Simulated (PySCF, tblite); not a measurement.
Compound: C6H15NSi.
SMILES: `CC(C)[C@@H]1CCN[SiH2]1`

Jobs on this species (23 atoms, 72 electrons) with PySCF (density fitting) and tblite. Hardware of each: an Arm Neoverse N1 with one thread, on a shared host. Other jobs ran on the host; a repeat could differ by tens of per cent or more.

```csv
level and settings,work,basis functions,SCF cycles,wall time
CAM-B3LYP/def2-SVPD,"10 singlets by full TDDFT, 4 Tamm–Dancoff triplets, polarisability, ΔSCF ions",284,?,?
GFN2-xTB,Hessian by finite differences,–,–,?
PBE0/pcSseg-1,"shieldings, ring-centre shieldings, charges and field gradients",218,?,?
"PBE0-D3(BJ)/def2-SVP, grid level 1",geometry optimisation from a GFN2-xTB start shaken at random,191,69,6.0 min
"PBE0/pcSseg-1, IEF-PCM dichloromethane","shieldings, ring-centre shieldings",218,12,80 s
"delta-SCF UKS SCAN, pcX-2 on the ionised atom, pcseg-1 elsewhere, spin-free X2C","ΔSCF core ionisation, 9 holes",233,140,6.2 min
"PBE0/pcSseg-1, IEF-PCM chloroform","shieldings, ring-centre shieldings, charges and field gradients",218,12,81 s
GFN2-xTB,L-BFGS relaxation,–,–,1.0 s
```

Fill in the missing figures.

- CAM-B3LYP/def2-SVPD; 10 singlets by full TDDFT, 4 Tamm–Dancoff triplets, polarisability, ΔSCF ions: 6.7 min, 12 SCF cycles
- GFN2-xTB; Hessian by finite differences: 1.8 s
- PBE0/pcSseg-1; shieldings, ring-centre shieldings, charges and field gradients: 76 s, 12 SCF cycles

What do all jobs in the table cost together?

About 23 min; the longest takes about 29 % of that, and about 400 times as long as the shortest.
